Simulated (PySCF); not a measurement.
From results back to the method.

Compound: C5H3ClO2.
SMILES: `O=C(Cl)c1ccco1`

The closed-shell ground state was solved 3 times with PySCF (density fitting, gas phase), always in the pcSseg-1 basis (158 functions), with these functionals: B97-2, LC-wPBE and LDA. One conformer (not necessarily the lowest) at the PBE0-D3(BJ)/def2-SVP geometry, without solvent, vibrations or thermal averaging.

| row | total energy (Eh) | HOMO (eV) | LUMO (eV) | dipole (D) |
| --- | --- | --- | --- | --- |
| P | -802.5539 | -10.20 | 0.01 | 4.13 |
| Q | -802.8242 | -7.42 | -2.18 | 4.35 |
| R | -798.6541 | -6.88 | -3.21 | 4.29 |

Problem. Which functional belongs to which row?

Solution. P = LC-wPBE, Q = B97-2, R = LDA. By rising HOMO–LUMO gap: LDA (LDA) 3.67 eV; B97-2 (global hybrid, 21 % exact exchange) 5.24 eV; LC-wPBE (range-separated hybrid) 10.21 eV. Total energies of different functionals aren't bounds to one another; each is stationary for its own functional.

Shape of the structure used: `[O:1]=[C:2]([Cl:3])[c:4]1[cH:5][cH:6][cH:7][o:8]1`: O1–C2–C4–C5 0°.
